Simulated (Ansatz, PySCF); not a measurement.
Gas-phase reaction (SMILES): C[Si](C)(C)Cl [chloro(trimethyl)silane] + [H][H] (H2) -> C[SiH](C)C [trimethylsilane] + Cl (HCl); hydrogen cleaves one Si-Cl bond, a model of a ligand-exchange step.

Each molecule is optimised on its own at B3LYP-D3(BJ)/def2-TZVP (Ansatz, a quantum-chemistry and plane-wave program). Valence correlation only, unless marked. Spin-orbit coupling is left out. Non-relativistic. Basis-set limits of correlation are two-point, X^-3; Hartree-Fock from the larger set. Thermal terms are rigid-rotor harmonic-oscillator values from B3LYP-D3(BJ) frequencies (Ansatz or PySCF) at 298.15 K and 1 atm. 1 Eh = 627.5095 kcal/mol.

```
species        E, CCSD(T)/CBS(cc-pV(T+d)Z,cc-pV(Q+d)Z) (Ansatz) (Eh)  E, wB97M-V/def2-TZVPD (Ansatz) (Eh)  H - E (Eh)
-------------  -----------------------------------------------------  -----------------------------------  ----------
C[Si](C)(C)Cl                                             -868.52181                           -869.47411     0.12176
[H][H] (H2)                                                 -1.17450                             -1.16077     0.01336
C[SiH](C)C                                                -409.27984                           -409.80657     0.12691
Cl (HCl)                                                  -460.37849                           -460.79070     0.01000
```

Work out ΔE and ΔH at 298.15 K at the first level, then ΔH at the second.


1. ΔE = [(-409.27984) + (-460.37849)] - [(-868.52181) + (-1.17450)] = 0.03798 Eh = 23.8 kcal/mol at CCSD(T)/CBS(cc-pV(T+d)Z,cc-pV(Q+d)Z).
2. The terms H - E add up to 0.00179 Eh, so ΔH = (0.03798 + (0.00179))×627.5095 = 25.0 kcal/mol.
3. At wB97M-V/def2-TZVPD the same steps give ΔE = 23.6 and ΔH = 24.7 kcal/mol, a shift of -0.3 from the first level.
4. These values are not checked against measurement here, since the tables used lack a sound gas-phase enthalpy of formation for at least one species.
